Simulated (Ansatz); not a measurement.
Isolated molecules relaxed with PBE0-D4/def2-TZVP in Ansatz; ΔE leaves out vibrations. CCSD(T)/CBS is the MP2 limit (def2-TZVPP, def2-QZVPP) plus CCSD(T) − MP2 in def2-TZVPP, frozen cores. DFT in def2-TZVPP. Each species was taken in one conformer, which may not be the lowest.

Reaction (redistribution): `F[CH2][AlH][SiH3]` + `C[SiH2]CC=S` → `[SiH3][SiH2]CC=S` + `[CH3][AlH][CH2]F`

| level | ΔE (eV) |
| --- | --- |
| ωB97X-V | 0.05 |
| SCS-MP2/def2-TZVPP | 0.05 |
| CCSD(T)/def2-TZVPP | 0.06 |
| HF/CBS(def2) | 0.13 |

(1) What does CCSD(T)/CBS give? (Estimate.)

Largest T1 diagnostic among the species: 0.016.

Results:

(1) Ansatz gave: +0.04 eV. The listed levels differ from it by 0.01, 0.01, 0.02, 0.09 eV.

The D4 term adds −0.04 eV with B3LYP and −0.02 eV with PBE0; it sums over pairs of atoms, weighted by their polarisabilities, and B3LYP, whose exchange is more repulsive, gets the larger term. In def2-TZVPP, CCSD(T) changes the Hartree–Fock value by −0.08 eV (the triples alone add −0.02 eV) and MP2 by −0.11 eV.

B3LYP here is the variant with VWN-RPA as its local correlation; programs differ in this.
